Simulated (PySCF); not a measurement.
Constitutional and geometric isomers with formula H5NSi2. All species are isolated molecules in the gas phase. Strings in code marks are SMILES.

The numbers are results of PBE0-D3(BJ)/def2-TZVP in PySCF 2.14.0, not measurements. 

| species | HOMO (eV) | HOMO–LUMO gap (eV) |
|---|---|---|
| `[SiH2]=[SiH]N` | -5.73 | 4.00 |
| `N(/[H])=[SiH]\[SiH3]` | … | 5.57 |
| `[SiH2]=N[SiH3]` | -7.36 | 5.26 |

Task: Fill in the missing entries.

Result: 
- `N(/[H])=[SiH]\[SiH3]`, HOMO (eV): -7.47
